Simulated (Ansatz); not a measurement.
The same path of a periodic cell of 13 atoms, LiRu12 (host Ru, host structure hcp, interstitial Li) was run twice with different band settings.

All numbers below come from DFT PBE, scalar-relativistic, plane waves, PAW in Ansatz 0.2.0. Settings: cutoff 420 eV, k mesh 4x3x4, gaussian smearing 0.15 eV, no spin polarisation.

Relaxed end points:

```xyz
13
Lattice="5.4000 0.0000 0.0000 -4.0500 7.0148 0.0000 0.0000 0.0000 4.2768" Properties=species:S:1:pos:R:3
Ru -0.106 0.062 0.033
Ru -0.107 1.622 2.257
Ru -1.355 2.324 0.156
Ru -1.361 4.052 2.072
Ru -2.808 4.881 0.135
Ru -2.805 6.300 2.220
Ru 2.594 0.059 0.009
Ru 2.598 1.479 2.094
Ru 1.150 2.306 0.154
Ru 1.143 4.036 2.069
Ru -0.104 4.737 -0.031
Ru -0.105 6.297 2.195
Li 2.593 3.181 3.251
```

```xyz
13
Lattice="5.4000 0.0000 0.0000 -4.0500 7.0148 0.0000 0.0000 0.0000 4.2768" Properties=species:S:1:pos:R:3
Ru -0.100 0.061 -0.034
Ru -0.102 1.620 2.018
Ru -1.349 2.322 -0.158
Ru -1.356 4.051 2.203
Ru -2.804 4.880 -0.135
Ru -2.800 6.299 2.056
Ru 2.599 0.058 -0.009
Ru 2.603 1.477 2.183
Ru 1.155 2.306 -0.156
Ru 1.148 4.035 2.205
Ru -0.099 4.736 0.029
Ru -0.101 6.295 2.081
Li 2.599 3.178 5.300
```

Common settings: spring 5.0 eV/Å²; optimiser quadratic models (default); force threshold 0.05 eV/Å; end points relaxed.

| run | movable images | climbing image | start path | iteration limit |
| --- | --- | --- | --- | --- |
| 1 | 5 | yes | straight line | 35 |
| 2 | 6 | from the first iteration | default | 30 |

(1) What does each run give, and how far can it be trusted?

Results:

(1) Run 1: converged after 11 iterations, highest image 1.317 eV above the first end. By the program's own check the climbing image is of a kind that is not told: the force calls were inconclusive, a negative curvature could not be distinguished from the path's own, the only one lies far off the path, or fixed occupations may fill a level only in part (lowest curvatures found: -4.34 and 1.24 eV/Å²).
Run 2: converged after 11 iterations, highest image 1.317 eV above the first end. The order of the stationary point at the top wasn't checked.
Limits of this set-up: coarse k mesh.
